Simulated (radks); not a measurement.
Task: The table gives one normalised radial function P(r) = r R(r) (large component) of Pd4+ in [Kr] 4d6 (r in bohr). Method: Dirac Kohn-Sham, BLYP, spin-unpolarised, spherical densities, finite nucleus; open shells fill j = l - 1/2 first; Fermi nuclear charge, rms radius 4.5318 fm; computed with a radial shooting solver on a logarithmic mesh with Libxc functionals.

r           P
0.002384   0.0055
0.003556   0.0100
0.005263   0.0182
0.007788   0.0336
0.01153    0.0618
0.0172     0.1120
0.02545    0.1905
0.03766    0.2954
0.05574    0.3910
0.08315    0.3800
0.1231     0.1347
0.1821    -0.3265
0.2695    -0.6257
0.4021    -0.2333
0.595      0.6725
0.8806     1.1510
1.303      0.7891
1.944      0.2451
2.877      0.0309
4.258      0.0011

Which n and l does it have? It may be an empty orbital.

Result: n = 4, l = 1: the number of nodes gives n - l - 1 = 2, the rise at small r points to l (for j = l - 1/2 the large component starts outside the nucleus as r^gamma with gamma = sqrt(l^2 - (Z/c)^2) = 0.94 and the r^(l+1) term takes over further out; the orbital of l - 1 with the same j starts with the same power, but with a larger coefficient, and does not steepen), and the extent must fit the shell. The curve is that of 4p1/2; the two j differ most near the nucleus, where j = l - 1/2 has the larger amplitude, and in heavy atoms j = l - 1/2 is also the more compact. 4p1/2: eigenvalue -111.05 eV, 2 radial nodes at r = 0.140, 0.448 bohr, <r> = 0.994 bohr, 90 % of the charge inside 1.46 bohr.
